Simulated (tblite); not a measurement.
C6H11N3.
Bonds: C1–C2, C2–C3, C3–C4, C4–N5, N5–C6 (aromatic), C6–C7 (aromatic), C7–N8 (aromatic), N8–N9 (aromatic), N5–N9 (aromatic). Hydrogens: H10, H11, H12 on C1; H13, H14 on C2; H15, H16 on C3; H17, H18 on C4; H19 on C6; H20 on C7.

The geometry is computed with GFN2-xTB (gas phase).

What internal coordinates does the optimisation give?

```csv
bond,length (pm)
C1–C2,152.3
C2–C3,152.7
C3–C4,153.1
C4–N5,143.6
N5–C6,135.2
C6–C7,137.5
C7–N8,134.6
N8–N9,127.9
N5–N9,132.7
"C1–H10, C1–H11, C1–H12",108.8
"C2–H13, C2–H14",109.2
"C3–H15, C3–H16",109.2
"C4–H17, C4–H18",109.3
C6–H19,107.0
C7–H20,107.0
```

Bonds in one row agree within 1 pm and their mean is given. A selection of angles:
```csv
angle,degrees
C1–C2–C3,111.3
C2–C3–C4,112.2
C3–C4–N5,111.7
C4–N5–C6,128.3
C4–N5–N9,121.9
C6–N5–N9,109.8
N5–C6–C7,104.2
C6–C7–N8,107.9
C7–N8–N9,109.1
N5–N9–N8,109.0
```

Dihedral angles: C1–C2–C3–C4 179° (antiperiplanar); C2–C3–C4–N5 -66° (synclinal); C3–C4–N5–C6 -78° (synclinal). The mirror-image conformer, all signs reversed, is as good.

Of the pairs four or more bonds apart, N5···H13 is among the closest relative to their van der Waals radii: 2.70 Å, 98 % of the sum of Bondi's values. N5 (pyrrole-type nitrogen) is planar (angles 128.3°, 121.9° and 109.8°, sum 360.0°, 0.01 Å off the plane of its three neighbours). The N–N distances run from 1.279 Å (N8–N9, aromatic) to 1.327 Å (N5–N9, aromatic), a spread of 0.048 Å. The 4 C–C bonds span 1.375 Å (C6–C7, aromatic) to 1.531 Å (C3–C4, drawn single), a spread of 0.156 Å. The 5-membered ring N5–C6–C7–N8–N9 has internal angles of 104.2° to 109.8° (sum 540°, against 540° for a flat polygon); it is planar, 0.00 Å rms from its mean plane, widest ring torsion 0°. The 3 C–N bonds span 1.346 Å (C7–N8, aromatic) to 1.436 Å (C4–N5, drawn single), a spread of 0.090 Å.

Point group: C1 (no symmetry element, even within 0.4 Å). Its GFN2-xTB frequencies are all real (lowest 29 cm⁻¹). One conformer, not necessarily the lowest.

Time: 0.89 s. Hardware: Arm Neoverse N1, one thread, no GPU, shared host with 64 logical CPUs at a one-minute load of 47. This is the geometry optimisation.
